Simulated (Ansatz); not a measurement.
`BS[SiH2]OC`, relaxed with RKS PBE0-D4/def2-TZVP in Ansatz 0.2.0 from a PBE-D4/def2-SVP geometry. The force threshold is 0.005 eV/Å; the program also tests the step.

The species carries charge 0 and has multiplicity 1.

Start:

```xyz
12

B    -1.947   -1.177    0.941
S    -0.781   -0.123    1.798
Si   -0.280    1.244    0.160
O     0.528    0.456   -1.072
C     1.766   -0.214   -0.906
H    -2.413   -2.098    1.579
H    -2.250   -0.976   -0.218
H    -1.524    1.794   -0.457
H     0.574    2.308    0.796
H     2.059   -0.652   -1.882
H     1.693   -1.039   -0.162
H     2.576    0.478   -0.579
```

Q: By how much does the energy fall, and how many steps does the optimiser take? (An estimate is asked.)

A: Computed: 6.85 kJ/mol, in 15 steps, 2 of them rejected.

Q: Which bonds change most? (Estimate.)

A: Ansatz gave: Si3–O4 from 1.670 to 1.633 Å; S2–Si3 from 2.192 to 2.156 Å; B1–H6 from 1.213 to 1.192 Å; B1–H7 from 1.214 to 1.193 Å.

Q: Give the relaxed structure. (An estimate is asked.)

A: Ansatz gave: 
```xyz
12

B    -1.988   -1.146    0.968
S    -0.737   -0.161    1.760
Si   -0.269    1.175    0.134
O     0.538    0.421   -1.067
C     1.798   -0.194   -0.905
H    -2.458   -2.038    1.604
H    -2.342   -0.915   -0.148
H    -1.513    1.697   -0.467
H     0.564    2.244    0.745
H     2.137   -0.532   -1.885
H     1.732   -1.058   -0.237
H     2.537    0.507   -0.502
```
